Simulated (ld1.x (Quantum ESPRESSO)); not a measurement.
## Before and after: ultrasoft potential for Pb

```json
{
 "Element": "lead (Pb)",
 "Generator": "ld1.x (Quantum ESPRESSO) 7.5",
 "Type": "ultrasoft",
 "Functional": "LDA (PZ)",
 "Relativity": "scalar-relativistic",
 "Frozen core": "[Xe] 4f14",
 "Valence charge": "14",
 "Reference configuration": "5d10 6s1 6p3",
 "Partial waves": "6s (bound): rcut 1.40, rcutus 1.85 bohr; 6s channel at -0.1 Ry: rcut 1.40, rcutus 1.85 bohr; 6p (bound): rcut 2.20, rcutus 2.80 bohr; 6p channel at 0.15 Ry: rcut 2.20, rcutus 2.80 bohr; 5d (bound): rcut 1.05, rcutus 1.30 bohr; 5d channel at -0.9 Ry: rcut 1.05, rcutus 1.30 bohr; 5f channel at 0.25 Ry: rcut 2.65, rcutus 3.15 bohr; 5f channel at 2.75 Ry: rcut 2.65, rcutus 3.15 bohr",
 "Local potential": "all-electron potential smoothed inside 2.60 bohr (lloc = -1)",
 "Core correction": "Bessel-smoothed model core inside 0.85 bohr",
 "Augmentation charge": "built from norm-conserving waves at rcut, not smoothed further"
}
```

Change: waves 5d (bound): rcut 1.05, rcutus 1.64 bohr; 5d channel at -0.9 Ry: rcut 1.05, rcutus 1.64 bohr.

Cutoffs: the cutoffs (Ry, on a coarse ladder) from which the occupation-weighted sum of valence levels, in a spherical-Bessel basis at the reference potential, stays within 10 and 1 mRy of its value at 400 Ry; they do not see the model core or the augmentation charge, which bear on the density cutoff. Errors are all-electron minus pseudo energies relative to the spin-unpolarised reference configuration.

Q: What does the change do?

A: The potential gets softer (70 Ry and 120 Ry → 45 Ry and 90 Ry); both files keep a bound ghost (s); the errors of the 8 common tests hardly move. A larger radius leaves more room for a smooth pseudo-wave, so fewer plane waves are needed.

```csv
quantity,base,changed
"cutoff, loose",70 Ry,45 Ry
"cutoff, tight",120 Ry,90 Ry
loose cutoff by channel (10 mRy a level),"s 10 Ry, p 6 Ry, d 50 Ry","s 10 Ry, p 6 Ry, d 35 Ry"
bound ghosts,s,s
"tests counted (converged, no solver errors)",8 of 9,8 of 9
"error for 5d10 6s2 6p2, meV [ΔE -8.82 eV]",-20,-20
"error for 5d10 6s2 6p1, meV [ΔE -1.99 eV]",-34,-34
"error for 5d10 6s2 6p0, meV [ΔE 11.77 eV]",-64,-65
"error for 5d10 6s2 6p1.5, meV [ΔE -6.21 eV]",-25,-25
"error for 5d10 6s1 6p2, meV [ΔE 7.61 eV]",-4.2,-4.2
"error for 5d10 6s1 6p0, meV [ΔE 44.65 eV]",-41,-42
"error for 5d10 6s1 6p3 (spin-polarised), meV [ΔE -1.86 eV]",+15,+15
"error for 5d10 6s2 6p2 (spin-polarised), meV [ΔE -9.27 eV]",-18,-18
s: phases at 3.40 bohr within 0.05 rad from the reference energy up to (Ry; the scan ends near 5),to the end of the scan,to the end of the scan
p: phases at 3.40 bohr within 0.05 rad from the reference energy up to (Ry; the scan ends near 5),to the end of the scan,to the end of the scan
d: phases at 3.40 bohr within 0.05 rad from the reference energy up to (Ry; the scan ends near 5),4.2,4.2
f: phases at 3.40 bohr within 0.05 rad from the reference energy up to (Ry; the scan ends near 5),0.8,0.8
lowest overlap eigenvalue by channel,"s 0.75, p 0.50, d 0.89, f 0.30","s 0.75, p 0.50, d 0.99, f 0.30"
```

Base: Tests not counted: 5d9 6s2 6p2 (solver errors, printed error -1277 eV). Changed file: Tests not counted: 5d9 6s2 6p2 (solver errors, printed error -1277 eV). A true bound ghost makes a file unfit for plane-wave use even where its test errors are small: the radial tests pick states by their node count and pass the ghost by. Where a test does run into it, the solver fails or the error is huge.
